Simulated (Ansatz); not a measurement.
`Cc1cc(-c2sc(-c3sc(-c4sc(S)cc4C)cc3C)cc2C)sc1S`. Total charge 0; singlet. Geometry r2SCAN-D4/def2-SVP; atoms count from 1.

| atom | x (Å) | y (Å) | z (Å) |
| --- | --- | --- | --- |
| C1 | -1.251 | -4.513 | -4.923 |
| C2 | -0.981 | -3.042 | -4.861 |
| C3 | -0.646 | -2.352 | -3.666 |
| C4 | -0.419 | -0.989 | -3.822 |
| C5 | -0.092 | -0.033 | -2.794 |
| S6 | -0.040 | -0.577 | -1.132 |
| C7 | 0.385 | 1.009 | -0.543 |
| C8 | 0.575 | 1.240 | 0.866 |
| S9 | -0.211 | 0.203 | 2.028 |
| C10 | 0.486 | 1.059 | 3.382 |
| C11 | 0.239 | 0.689 | 4.753 |
| S12 | 1.024 | 1.603 | 6.023 |
| C13 | 0.340 | 0.596 | 7.263 |
| S14 | 0.567 | 0.928 | 8.973 |
| C15 | -0.478 | -0.368 | 6.713 |
| C16 | -0.552 | -0.331 | 5.293 |
| C17 | -1.372 | -1.301 | 4.497 |
| C18 | 1.277 | 2.103 | 2.914 |
| C19 | 1.342 | 2.220 | 1.506 |
| C20 | 2.166 | 3.255 | 0.804 |
| C21 | 0.487 | 1.896 | -1.607 |
| C22 | 0.222 | 1.327 | -2.878 |
| C23 | 0.270 | 2.121 | -4.148 |
| S24 | -0.610 | -0.551 | -5.503 |
| C25 | -1.014 | -2.184 | -5.953 |
| S26 | -1.281 | -2.596 | -7.641 |
| H27 | -1.680 | -4.791 | -5.896 |
| H28 | -1.948 | -4.817 | -4.126 |
| H29 | -0.323 | -5.092 | -4.783 |
| H30 | -0.575 | -2.849 | -2.695 |
| H31 | 1.907 | 0.723 | 9.020 |
| H32 | -1.010 | -1.100 | 7.325 |
| H33 | -0.747 | -1.916 | 3.828 |
| H34 | -1.916 | -1.982 | 5.167 |
| H35 | -2.113 | -0.788 | 3.862 |
| H36 | 1.819 | 2.773 | 3.588 |
| H37 | 2.940 | 3.654 | 1.476 |
| H38 | 1.552 | 4.108 | 0.468 |
| H39 | 2.661 | 2.838 | -0.087 |
| H40 | 0.709 | 2.956 | -1.475 |
| H41 | 0.582 | 3.155 | -3.943 |
| H42 | 0.978 | 1.691 | -4.875 |
| H43 | -0.714 | 2.159 | -4.645 |
| H44 | -2.554 | -2.133 | -7.754 |

Single mean-field runs in def2-TZVP are fitted with def2-universal-jkfit.

Estimate the Mulliken populations of the heavy atoms from the PBE0/def2-TZVP orbitals of Ansatz.


```tsv
atom	charge (e)
C1	-0.42
C2	0.07
C3	-0.25
C4	0.01
C5	0.10
S6	-0.02
C7	0.10
C8	0.08
S9	-0.03
C10	0.15
C11	-0.03
S12	0.02
C13	-0.02
S14	-0.19
C15	-0.19
C16	0.00
C17	-0.41
C18	-0.20
C19	0.01
C20	-0.47
C21	-0.29
C22	0.09
C23	-0.41
S24	0.02
C25	-0.06
S26	-0.21
```
Mulliken values depend strongly on the basis.

And the Mayer bond orders between heavy atoms (over 0.3)?

C1–C2 0.95 (1.50 Å); C2–C3 1.27 (1.42 Å); C2–C25 1.53 (1.39 Å); C3–C4 1.46 (1.39 Å); C4–C5 1.00 (1.44 Å); C4–S24 1.27 (1.75 Å); C5–S6 1.24 (1.75 Å); C5–C22 1.39 (1.40 Å); S6–C7 1.27 (1.74 Å); C7–C8 0.91 (1.44 Å); C7–C21 1.49 (1.39 Å); C8–S9 1.28 (1.75 Å); C8–C19 1.45 (1.40 Å); S9–C10 1.23 (1.75 Å); C10–C11 0.98 (1.44 Å); C10–C18 1.43 (1.39 Å); C11–S12 1.27 (1.75 Å); C11–C16 1.41 (1.40 Å); S12–C13 1.23 (1.74 Å); C13–S14 1.07 (1.76 Å); C13–C15 1.57 (1.38 Å); C15–C16 1.29 (1.42 Å); C16–C17 0.95 (1.50 Å); C18–C19 1.31 (1.41 Å); C19–C20 0.93 (1.50 Å); C21–C22 1.28 (1.42 Å); C22–C23 0.95 (1.50 Å); S24–C25 1.23 (1.74 Å); C25–S26 1.12 (1.76 Å).
